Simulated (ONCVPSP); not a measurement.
## Before and after: ONCV potential for beryllium (Be)

- Element: beryllium
- Generator: ONCVPSP 4.0.1
- Type: optimised norm-conserving Vanderbilt (ONCV)
- Functional: LDA (Perdew-Wang 92)
- Relativity: scalar-relativistic
- Frozen core: [He]
- Valence charge: 2
- Reference configuration: 2s2
- Partial waves: 2s: rc 1.90 bohr, ncon 3, nbas 7, qcut 3.1 1/bohr, 2 projectors, debl 2.3 Ha; p scattering state at 0.22 Ha: rc 1.45 bohr, ncon 4, nbas 8, qcut 4.5 1/bohr, 2 projectors, debl 2.3 Ha; d scattering state at 0.24 Ha: rc 1.70 bohr, ncon 4, nbas 9, qcut 5.7 1/bohr, 1 projector
- Local potential: polynomial inside 1.05 bohr (lpopt 4, dvloc0 0 Ha)
- Core correction: none

All-electron outer shells of the reference configuration (LDA (PZ), scalar-relativistic, ld1.x):

| shell | level (eV) | outermost node (bohr) | outermost maximum (bohr) |
| --- | --- | --- | --- |
| 1s | -104.93 | – | 0.27 |
| 2s | -5.61 | 0.60 | 2.04 |

Change: s: rc 1.74.

Cutoffs: the cutoffs (Ha) at which the residual kinetic energy of the hardest occupied pseudo-wave falls to 1 and 0.1 mHa per electron; they do not see the model core or the augmentation charge, which bear on the density cutoff. Errors are all-electron minus pseudo energies relative to the spin-unpolarised reference configuration.

Task: Predict the effect on cutoff, ghosts and configuration errors.

Result: The potential gets harder (4.6 Ha and 29 Ha → 5.3 Ha and 37 Ha); of the 3 tests that both files solve, the error grows in 1 and shrinks in 0 by more than 15 % and 0.3 meV (median size 3.3 → 4.3 meV); neither file shows a bound ghost. A smaller radius makes the pseudo-wave follow the all-electron one further in, where it bends more sharply, so more plane waves are needed.

| quantity | base | changed |
| --- | --- | --- |
| cutoff, loose | 4.6 Ha | 5.3 Ha |
| cutoff, tight | 29 Ha | 37 Ha |
| bound ghosts | none | none |
| GHOST(+) flags under 300 eV | none | none |
| tests with a reliable result | 3 of 4 | 3 of 4 |
| error for 2s1, meV [ΔE 9.51 eV] | +16 | +18 |
| error for 2s1.5, meV [ΔE 3.75 eV] | +2.6 | +2.8 |
| error for 2s1 2p1, meV [ΔE 3.52 eV] | +3.3 | +4.3 |
| p: phases at 1.47 bohr within 0.05 rad from the reference energy up to (Ha; the scan ends near 5) | to the end of the scan | to the end of the scan |
| d: phases at 1.73 bohr within 0.05 rad from the reference energy up to (Ha; the scan ends near 5) | to the end of the scan | to the end of the scan |

Base: The cutoffs count occupied waves only; projector 2 of the p channel, the hardest unoccupied one, needs 18 Ha at the loose tolerance. Changed file: The cutoffs count occupied waves only; projector 2 of the p channel, the hardest unoccupied one, needs 18 Ha at the loose tolerance.
